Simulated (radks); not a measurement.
Results of a calculation; reference values are marked as such.
Task: Pd+, 45 electrons, occupied as [Kr] 4d8.75 5p0.25 (fractional occupations, a model configuration). Code: a radial shooting solver on a logarithmic mesh with Libxc functionals. Model: Dirac Kohn-Sham, PBE, spin-unpolarised, spherical densities, finite nucleus; open shells fill j = l - 1/2 first; Fermi nuclear charge, rms radius 4.5318 fm. Some entries of the table are withheld. Estimate them.

orbital,occ.,eigenvalue (eV),r(max) (bohr),<r> (bohr)
1s1/2,2,-24164.29,(1),0.03185
2s1/2,2,-3538.064,0.1169,0.1380
2p1/2,2,-3282.704,0.09051,0.1171
2p3/2,4,-3123.305,0.09468,0.1221
3s1/2,2,-648.3612,0.3420,0.3791
3p1/2,2,-547.5694,0.3285,(2)
3p3/2,4,-519.7869,0.3383,(3)
3d3/2,4,(4),(5),0.3556
3d5/2,6,(6),(7),0.3591
4s1/2,2,-97.9796,0.8514,0.9449
4p1/2,2,-66.8303,(8),1.018
4p3/2,4,-62.3659,(9),1.049
4d3/2,4,-16.0401,1.079,(10)
4d5/2,4.75,-15.5511,1.091,(11)
5s1/2,0,-11.6208,2.417,2.867
5p1/2,0.25,-6.8982,3.036,3.680
5p3/2,0,-6.6457,3.141,3.794

Result: 
(1) 1s1/2 r(max) (bohr): 0.02065
(2) 3p1/2 <r> (bohr): 0.3712
(3) 3p3/2 <r> (bohr): 0.3820
(4) 3d3/2 eigenvalue (eV): -341.3426
(5) 3d3/2 r(max) (bohr): 0.2807
(6) 3d5/2 eigenvalue (eV): -335.8034
(7) 3d5/2 r(max) (bohr): 0.2836
(8) 4p1/2 r(max) (bohr): 0.8928
(9) 4p3/2 r(max) (bohr): 0.9177
(10) 4d3/2 <r> (bohr): 1.431
(11) 4d5/2 <r> (bohr): 1.452
